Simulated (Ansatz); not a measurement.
Ge (SMILES [Ge-]), charge -1, quartet (a gas-phase anion, which may not be bound at this level). Base run: R2SCAN/6-311G** in Ansatz (a quantum-chemistry and plane-wave program).

Geometry (Å):
```xyz
1

Ge     0.0000     0.0000     0.0000
```
Charge -1, spin multiplicity 4.
Orbitals are unrestricted.
All else is at Ansatz's defaults.

Variants of this job, named by their change:

```json
[
 {"change": "base", "E (Eh)": "-2076.91612", "<S^2>": "3.751"},
 {"change": "functional = b3lyp", "E (Eh)": "-2076.97097", "<S^2>": "3.750"},
 {"change": "functional = b3lyp; dispersion = d4", "E (Eh)": "-2076.97097", "<S^2>": "3.750"},
 {"change": "functional = revpbe", "E (Eh)": "-2076.76989", "<S^2>": "3.751"},
 {"change": "functional = BHLYP", "E (Eh)": "-2076.90160", "<S^2>": "3.751"},
 {"change": "functional = pbe0", "E (Eh)": "-2076.66393", "<S^2>": "3.751"},
 {"change": "functional = pbe; dispersion = d3bjatm", "E (Eh)": "-2076.61221", "<S^2>": "3.751"},
 {"change": "functional = pbe0; dispersion = d3bj", "E (Eh)": "-2076.66393", "<S^2>": "3.751"},
 {"change": "functional = blyp; dispersion = d3bjatm", "E (Eh)": "-2076.98353", "<S^2>": "3.750"},
 {"change": "functional = SVWN5", "E (Eh)": "-2073.77693", "<S^2>": "3.750"},
 {"change": "functional = wB97X-V", "E (Eh)": "-2076.71849", "<S^2>": "3.751"},
 {"change": "functional = blyp; dispersion = d4", "E (Eh)": "-2076.98353", "<S^2>": "3.750"},
 {"change": "functional = pbe0; dispersion = d3bjatm", "E (Eh)": "-2076.66393", "<S^2>": "3.751"}
]
```

Total energies compare only within one method and basis.

A gas-phase anion may not be bound at this level; its values then depend on the basis.
